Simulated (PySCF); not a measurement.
# Tl: excitation energy

Tl [Xe] 4f14 5d10 6s2 6p1 (2P) → Tl [Xe] 4f14 5d10 6s1 6p2 (4P), as a difference of total energies. Calculation: PySCF 2.14, in x2c-TZVPPall with one added diffuse shell each of s, p, d, f type (12s8p7d4f, 99 functions); the spin-free X2C one-electron Hamiltonian (Gaussian nucleus). Correlated levels: valence: [Xe] 4f14 5d10 frozen; valence and next inner shell: [Kr] 4d10 4f14 frozen. The calculations carry no spin-orbit coupling.

```tsv
method	excitation energy (eV)
UHF	4.350
LDA	6.508
PBE	6.253
PBE0	5.891
r2SCAN	5.936
MP2 (valence)	4.875
SCS-MP2 (valence)	5.080
MP2 (valence and next inner shell)	6.024
SCS-MP2 (valence and next inner shell)	6.093
```

Task: How much does correlation contribute at MP2 (valence and next inner shell)?

Result: 6.024 − (4.350) = 1.674 eV, measured against UHF.

Spin-orbit coupling is strong in these open shells (close to jj coupling). The scalar numbers leave it out and a first-order estimate fails, so it can dominate the gap to the real levels.
